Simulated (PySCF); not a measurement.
AlCl2, SMILES [Cl][Al][Cl], multiplicity 2.

Coordinates come from a r2SCAN-D4/def2-TZVP optimisation. The multiplicity is an assumed one; other spin states were not compared. The isomer is the one that the SMILES or the coordinates give; other isomers of the formula were not compared.

All values below come from TDA-PBE/def2-SVPD in PySCF.

Vertical excitations. The molecule is in vacuum.

Computed lowest excited states:
```
state    energy (eV)  λ (nm)      f                                                   main pairs
-------  -----------  ------  -----  -----------------------------------------------------------
root 1          3.19     388  0.048                                             α HOMO→LUMO 97 %
root 2          3.76     329  0.000                                            β HOMO→LUMO 100 %
root 3          3.98     312  0.000                                          β HOMO−1→LUMO 100 %
root 4          4.36     285  0.009                                           β HOMO−2→LUMO 96 %
root 5          4.37     284  0.018                                           β HOMO−3→LUMO 97 %
root 6          5.15     241  0.079                                           α HOMO→LUMO+1 93 %
root 7          5.30     234  0.000                                           α HOMO−1→LUMO 99 %
root 8          5.35     232  0.002                       α HOMO−2→LUMO 42 %, β HOMO−4→LUMO 56 %
root 9          5.48     226  0.050    α HOMO→LUMO+2 69 %, α HOMO−2→LUMO 20 %, β HOMO−4→LUMO 8 %
root 10         5.80     214  0.018  α HOMO→LUMO+3 56 %, α HOMO−3→LUMO 32 %, β HOMO−3→LUMO+1 6 %
```
Unrestricted roots are not spin-pure.
